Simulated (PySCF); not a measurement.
Computed shifts of a molecule C₂H₁₀Si₂, PBE/pcSseg-1 in PySCF, GIAO, gas phase, atoms alike by connectivity averaged where their shifts nearly agree, in ppm (number of nuclei): ¹³C: 15.4 (1), 7.3 (1). ²⁹Si: -67.0 (1), -115.4 (1). ¹H: 4.37 (1), 4.19 (1), 3.79 (3), 1.40 (3), 1.39 (1), 1.00 (1). References: ¹³C against TMS (σ = 182.0 ppm); ²⁹Si against TMS (σ = 335.4 ppm); ¹H against TMS (σ = 31.49 ppm), references at their B3LYP-D3(BJ)/def2-TZVP geometries, non-relativistic. Geometry optimised at ωB97X-D3(BJ)/def2-SVP. Other conformers were not sampled.

### Question
Pick the molecule that these values belong to.
A) C[SiH2]C[SiH3]
B) CC([SiH3])[SiH3]
C) CC[SiH2][SiH3]
D) C[SiH2][SiH2]C

### Answer
C, CC[SiH2][SiH3]
